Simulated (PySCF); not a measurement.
Rigid-rotor lines calculated for a species of formula C3H6AlNSn (commonest isotopes; PySCF 2.14.0, PBE0-D3(BJ)/def2-SVP geometry optimisation, gas phase, def2 core potentials past Kr), labelled J(Ka,Kc):

```csv
transition,MHz
"2(1,1) ← 1(1,0)",3769.5
"2(0,2) ← 1(0,1)",3568.9
"2(1,2) ← 1(1,1)",3387.9
"1(1,1) ← 0(0,0)",4473.9
"1(0,1) ← 0(0,0)",1789.4
```

Task: Find the rotational constants.

Result: 1(0,1) ← 0(0,0) is B + C, 2(1,1) ← 1(1,0) is 3B + C and 2(1,2) ← 1(1,1) is B + 3C, so B − C is half the difference of the last two, 190.8 MHz. 1(1,1) ← 0(0,0) is A + C. A = 3674.6, B = 990.1, C = 799.3 MHz.

Task: What moments of inertia, asymmetry and inertial defect follow?

Result: I = 505379 MHz·u·Å² over each constant: Ia = 137.53, Ib = 510.44, Ic = 632.30 u·Å²; κ = (2B − A − C)/(A − C) = -0.867 (asymmetric top); Δ = Ic − Ia − Ib = -15.68 u·Å².

Task: Which dipole components do these lines need?

Result: μa and μb (a-type: ΔKa even, ΔKc odd; b-type: both odd). The calculation gives |μa| = 5.43 D, |μb| = 0.96 D, |μc| = 0.00 D.

Task: Where do these fall, and of which type are they? 3(1,2) ← 3(0,3); 3(3,0) ← 2(2,1); 2(2,1) ← 1(1,0); 3(3,1) ← 3(2,2); 1(1,0) ← 1(0,1); 2(2,0) ← 2(1,1); 3(0,3) ← 2(0,2); 3(2,1) ← 3(1,2); 2(2,0) ← 1(1,1); 3(1,3) ← 2(1,2); 2(0,2) ← 1(1,1); 3(2,1) ← 2(1,2).

Result: 
| transition | MHz | type | branch |
| --- | --- | --- | --- |
| 2(0,2) ← 1(1,1) | 884 | b | R |
| 1(1,0) ← 1(0,1) | 2875 | b | Q |
| 3(1,2) ← 3(0,3) | 3395 | b | Q |
| 3(1,3) ← 2(1,2) | 5076 | a | R |
| 3(0,3) ← 2(0,2) | 5329 | a | R |
| 3(2,1) ← 3(1,2) | 7823 | b | Q |
| 2(2,0) ← 2(1,1) | 8063 | b | Q |
| 2(2,1) ← 1(1,0) | 11823 | b | R |
| 2(2,0) ← 1(1,1) | 12024 | b | R |
| 3(3,1) ← 3(2,2) | 13906 | b | Q |
| 3(2,1) ← 2(1,2) | 14043 | b | R |
| 3(3,0) ← 2(2,1) | 19274 | b | R |

Task: Which structure gave them?

Result: `[C]1#[N+][AlH2-][CH]=[CH][SnH2]1`, point group Cs. Three constants can't fix a structure by themselves; this is the one that was computed:
```xyz
12
C3H6AlNSn angstrom
C      0.745   -0.946   -0.672
N      0.514   -1.841   -1.377
Al    -0.591   -1.990   -3.068
C     -1.159   -0.049   -3.095
C     -0.969    1.048   -2.350
Sn     0.217    1.157   -0.570
H      0.446   -2.367   -4.222
H     -1.786   -2.985   -2.710
H     -1.812    0.153   -3.966
H     -1.424    2.016   -2.604
H     -0.571    1.381    0.929
H      1.691    2.021   -0.613
```

Not checked by PBE0-D3(BJ)/def2-SVP frequencies. No vibrational averaging or centrifugal distortion is included, and the geometry carries the error of its method. Quadrupole hyperfine structure (14N, 27Al) is left out.
